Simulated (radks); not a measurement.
The numbers below are computed, except where a source is named.
Charge is removed step by step from the 2p down level of the aluminium ion Al+, starting from [He] 2s2 2p(up 3, down 3) 3s2. Code: a radial shooting solver on a logarithmic mesh with Libxc functionals. Model: non-relativistic Kohn-Sham, PBE, spin-polarised, spherical densities, point nucleus.

| removed (e) | E - E(0) (eV) | eigenvalue (eV) | E minus straight line (eV) |
|---|---|---|---|
| 0 | 0.000 | -78.034 | 0.000 |
| 0.25 | 20.362 | -84.895 | -2.660 |
| 0.5 | 42.464 | -91.959 | -3.579 |
| 0.75 | 66.357 | -99.216 | -2.708 |
| 1 | 92.087 | -106.65 | 0.000 |

Removing the whole electron costs 92.087 eV by Delta-SCF, against 78.034 eV from minus the eigenvalue at the starting occupation. Slater's transition state (half an electron removed) gives 91.959 eV. Integrating minus the eigenvalue over the occupation (Janak's theorem) gives 92.087 eV. The mean slope of the eigenvalue, de/dn, is 28.6 eV per electron.
